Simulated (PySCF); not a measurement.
C3H9BO2, SMILES B(C)(OC)CO.

Geometry optimised at B3LYP-D3(BJ)/def2-SVP. This is a generated structure with no PubChem entry under its InChIKey; it may be hypothetical. One conformer was computed; it need not be the lowest.

Two levels are set side by side: TDA-PBE/def2-SVPD (PySCF) and TDA-CAM-B3LYP/def2-SVPD (PySCF). Vertical, same geometry. The lowest singlet is HOMO→LUMO 98 % with PBE and HOMO→LUMO 50 %, HOMO→LUMO+1 40 % with the other functional; states are paired by order. Differences are taken from unrounded values.

```json
[
 {"quantity": "lowest singlet excitation (eV)", "TDA-PBE": "5.65"},
 {"quantity": "lowest triplet excitation (TDA) (eV)", "TDA-PBE": "5.41"}
]
```

### Question
These are the TDA-PBE values. What does TDA-CAM-B3LYP give? (An estimate is asked for; the answer gives what the named calculation found.)

### Answer

```tsv
quantity	TDA-CAM-B3LYP	TDA-PBE minus TDA-CAM-B3LYP
lowest singlet excitation (eV)	6.75	-1.10
lowest triplet excitation (TDA) (eV)	6.29	-0.88
```

Functionals without exact exchange tend to place singlet excitations lower, as here. Differences between two approximate levels are no errors against the true value.

Rough cost on one machine, each run with all the roots and properties that it gave: TDA-CAM-B3LYP against TDA-PBE about 6 times.
